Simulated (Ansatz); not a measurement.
`[F][Ti]([F])([Cl])[I]` + HBr → `[F][Ti]([F])([Cl])[Br]` + HI at 600 K and 1 bar (ligand exchange at a Ti–I bond).

Calculated with Ansatz (gas phase, PBE0-D4/def2-TZVP geometries, no zero-point term in ΔE). CCSD(T)/CBS is the MP2 limit (def2-TZVPP, def2-QZVPP) plus CCSD(T) − MP2 in def2-TZVPP, frozen cores. def2 core potentials past Kr. For Br, I, Ti outer-core shells are correlated without core-valence functions, which leaves a few kJ/mol of doubt a bond. Scalar relativity is left out up to krypton.

| species | CCSD(T)/CBS energy (Eh) | H − E (kJ/mol) | S (J/(mol·K)) |
| --- | --- | --- | --- |
| `[F][Ti]([F])([Cl])[I]` | -1805.98222 | 68.7 | 438.7 |
| HBr | -2573.91920 | 33.5 | 219.1 |
| `[F][Ti]([F])([Cl])[Br]` | -4081.86855 | 68.9 | 429.8 |
| HI | -298.03592 | 31.6 | 227.0 |

H − E and S are ideal-gas, rigid-rotor, harmonic terms from PBE0-D4/def2-TZVP. 1 Eh = 2625.50 kJ/mol, R = 8.31446 J/(mol·K).

**Question.** By hand: ΔE, ΔH, ΔS and ΔG.

**Answer.** ΔE = (-4081.86855) + (-298.03592) − (-1805.98222) − (-2573.91920) = -0.00305 Eh = -8.0 kJ/mol. Δ(H − E) = 68.9 + 31.6 − 68.7 − 33.5 = -1.7, so ΔH = -9.7 kJ/mol. ΔS = 429.8 + 227.0 − 438.7 − 219.1 = -1.0 J/(mol·K). ΔG = -9.7 − 600 × (-1.0)/1000 = -9.1 kJ/mol.

**Question.** By hand: the equilibrium constant, and the temperature at which ΔG would vanish if ΔH and ΔS stayed fixed.

**Answer.** log₁₀ K = −ΔG/(RT ln 10) = 0.8. ΔG = 0 at ΔH/ΔS = 9700 K, far beyond where these terms or the molecules hold.

The number of gas molecules stays the same, so ΔS is small and ΔH decides. A doubt of 5 kJ/mol in ΔE shifts log₁₀ K by 0.4 here. These are equilibria of isolated gas molecules and say nothing of rates. Largest T1 diagnostic: 0.023 (customary marks: 0.02 for closed shells, 0.045 for open ones).
